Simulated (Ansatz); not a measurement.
Consider the atomization: `C[CH2][In]([OH])[SH]` → 2 C• + 7 H• + In• + O• + S•.

Program: Ansatz. Geometries: PBE0-D4/def2-TZVP. ΔE: electronic, gas phase. CCSD(T)/CBS adds triple-zeta CCSD(T) − MP2 to the extrapolated MP2 energy (def2 sets, frozen cores). This one scheme is used for every species, atoms too. Open shells (•) are unrestricted, without spin–orbit coupling. Spin–orbit coupling would lower the free atoms: a little for C, O, S; strongly for In. def2 core potentials past Kr. Bonds to In are less sure, by a few kJ/mol each and by 10 to 20 or more in all where they break to atoms, as the def2 sets lack core-valence functions. Each species was taken in one conformer, which may not be the lowest.

```
               species  HF/def2-TZVPP energy (Eh)
`C[CH2][In]([OH])[SH]`                 -741.53953
                    C•                  -37.69248
                    H•                   -0.49981
                   In•                 -189.21003
                    O•                  -74.81563
                    S•                 -397.50200
```

Q: Work out ΔE.

A: ΔE = 7 × (-0.49981) + 2 × (-37.69248) + (-189.21003) + (-74.81563) + (-397.50200) − (-741.53953) = 1.12824 Eh = +2962.2 kJ/mol. CCSD(T)/CBS gives +4152.5 kJ/mol.

Largest T1 diagnostic among the species: 0.015.

From PBE to PBE0 (25 % exact exchange), in def2-TZVPP and without D4, ΔE moves by −66.5 kJ/mol: exact exchange takes away binding that semilocal exchange gives to molecules. In def2-TZVPP, CCSD(T) changes the Hartree–Fock value by +1075.5 kJ/mol (the triples alone add +65.5 kJ/mol) and MP2 by +1127.0 kJ/mol; breaking electron pairs costs correlation energy, which Hartree–Fock lacks. The D4 term adds +38.2 kJ/mol with B3LYP and +20.4 kJ/mol with PBE0; it sums over pairs of atoms, weighted by their polarisabilities, and B3LYP, whose exchange is more repulsive, gets the larger term.

B3LYP here is the variant with VWN-RPA as its local correlation; programs differ in this.

For atomizations the MP2-based limit and the directly extrapolated one differ by several kJ/mol either way, and by 10 to 25 for some Ge, Se and Sn compounds, so smaller differences from it don't rank the levels.
